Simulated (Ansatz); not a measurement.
Frontier orbitals of `CC(C)(C)[O][Ga]([F])[Cl]`.

The species carries charge 0 and has multiplicity 1. Correlated methods include outer-core shells of Ga, which these sets cover unevenly. Scalar relativity is left out up to krypton. Geometry: relaxed with PBE0-D4/def2-TZVP. It is one conformer, not always the lowest. Basis def2-TZVPP, Ansatz 0.2.0.

```
             functional  HOMO (eV)  LUMO (eV)  gap (eV)
                    PBE      -6.93      -2.31      4.62
                 r2SCAN      -7.23      -2.03      5.20
                   PBE0      -8.42      -1.35      7.07
HSE06 (plane-wave form)      -8.01      -1.72      6.29
                LC-ωPBE     -11.20       0.98     12.18
                ωB97X-V     -10.87       0.77     11.64
                ωB97M-V     -10.80       0.55     11.35
```

A quarter of exact exchange (PBE0) shifts PBE's HOMO by −1.49 eV and its LUMO by +0.97 eV; full exchange at long range (ωB97M-V) shifts them by −3.87 and +2.87 eV. The gap opens from 4.61 to 11.35 eV, since occupied levels lose self-interaction and empty ones feel all the electrons. A positive LUMO is unbound and depends on the basis.

LC-ωPBE has ω = 0.4 bohr⁻¹.
